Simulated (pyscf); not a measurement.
PySCF, gas phase, ωB97X-D3(BJ)/def2-SVP geometries. Correlated levels are frozen-core, on RHF or UHF. ΔMP2 is the change of the MP2 total energy from the triple- to the quadruple-zeta basis.

### Question
What is the homolytic dissociation enthalpy (298 K, CCSD(T)/def2-TZVPP + ΔMP2(QZVPP)) of the Ga–N bond of HN=N–GaH₂, to •N=NH + GaH₂•?

### Answer
Ga–N to •N=NH + GaH₂•: 1.84 eV. The radicals are drawn with the spin at the cut bond; how far it spreads was not checked. HN=N–GaH₂ lies 1.21 eV over its isomer HN=Ga–NH₂, and others may lie lower still (electronic energy, ωB97M-D3(BJ)). The CCSD(T) − MP2 part came from Ansatz, without density fitting, on the same reference. A UHF reference is spin-contaminated (<S²> up to 0.87), which harms MP2 most. The frozen core leaves the outer d or s,p core shells of the metals and heavy elements correlated in the MP2 and CC values, and def2-TZVPP describes them poorly, which can shift differences by a few kcal/mol. Elements up to Kr have no core potential and no relativistic terms here.
